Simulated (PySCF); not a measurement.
Isomers of C4H12N2OSi2, mass 160.049 u with the commonest isotopes. Theory: PBE0/pcSseg-1 in PySCF (dipole) on a GFN2-xTB geometry, gas phase. One conformer each, none proved a minimum here; rigid rotors.

**Question.** Order these by rotational constant C, largest first.
A. `[CH2:1]=[CH:2][Si@@H:3]([SiH2:4][NH2:5])[N:6]([CH3:7])[CH:8]=[O:9]` with C1–C2–Si3–Si4 23°, C2–Si3–Si4–N5 148°, Si3–Si4–N5–H 34° and 173°, C2–Si3–N6–C7 -9°, Si3–N6–C8–O9 0°
B. `[CH3:1][Si:2]([CH3:3])([CH3:4])[O:5][Si@H:6]([NH2:7])[C:8]#[N:9]` with Si2–O5–Si6–N7 70°, O5–Si6–N7–H 45° and -173°
C. `[CH3:1][C:2](=[O:3])/[CH:4]=[N:5]/[SiH2:6][N:7]([CH3:8])[SiH3:9]` with C1–C2–C4–N5 -18°, C4–N5–Si6–N7 122°, N5–Si6–N7–C8 36°

**Answer.** A (670.4 MHz), B (644.0 MHz), C (431.0 MHz).

**Question.** Order these by out-of-plane moment Σ m c² = (Ia + Ib − Ic)/2, largest first.
A. `[CH2:1]=[CH:2][Si@@H:3]([SiH2:4][NH2:5])[N:6]([CH3:7])[CH:8]=[O:9]` with C1–C2–Si3–Si4 23°, C2–Si3–Si4–N5 148°, Si3–Si4–N5–H 34° and 173°, C2–Si3–N6–C7 -9°, Si3–N6–C8–O9 0°
B. `[CH3:1][C:2](=[O:3])/[CH:4]=[N:5]/[SiH2:6][N:7]([CH3:8])[SiH3:9]` with C1–C2–C4–N5 -18°, C4–N5–Si6–N7 122°, N5–Si6–N7–C8 36°
C. `[CH3:1][Si:2]([CH3:3])([CH3:4])[O:5][Si@H:6]([NH2:7])[C:8]#[N:9]` with Si2–O5–Si6–N7 70°, O5–Si6–N7–H 45° and -173°

**Answer.** C (104.10 u·Å²), B (61.29 u·Å²), A (58.07 u·Å²).

**Question.** Order these by radius of gyration √(Σ m r²/M), smallest first.
A. `[CH3:1][Si:2]([CH3:3])([CH3:4])[O:5][Si@H:6]([NH2:7])[C:8]#[N:9]` with Si2–O5–Si6–N7 70°, O5–Si6–N7–H 45° and -173°
B. `[CH3:1][C:2](=[O:3])/[CH:4]=[N:5]/[SiH2:6][N:7]([CH3:8])[SiH3:9]` with C1–C2–C4–N5 -18°, C4–N5–Si6–N7 122°, N5–Si6–N7–C8 36°
C. `[CH2:1]=[CH:2][Si@@H:3]([SiH2:4][NH2:5])[N:6]([CH3:7])[CH:8]=[O:9]` with C1–C2–Si3–Si4 23°, C2–Si3–Si4–N5 148°, Si3–Si4–N5–H 34° and 173°, C2–Si3–N6–C7 -9°, Si3–N6–C8–O9 0°

**Answer.** C (2.252 Å), A (2.357 Å), B (2.777 Å).

| SMILES | point group | Ia (u·Å²) | Ib (u·Å²) | Ic (u·Å²) | κ | μa (D) | μb (D) | μc (D) |
| --- | --- | --- | --- | --- | --- | --- | --- | --- |
| CC(=O)/C=N/[SiH2]N(C)[SiH3] | C1 | 175.41 | 1119.74 | 1172.57 | -0.98 | 1.50 | 0.50 | 1.38 |
| C[Si](C)(C)O[Si@H](N)C#N | C1 | 314.97 | 677.99 | 784.75 | -0.79 | 1.77 | 3.59 | 0.13 |
| C=C[Si@@H]([SiH2]N)N(C)C=O | C1 | 411.18 | 458.80 | 753.83 | 0.54 | 1.56 | 1.58 | 1.80 |
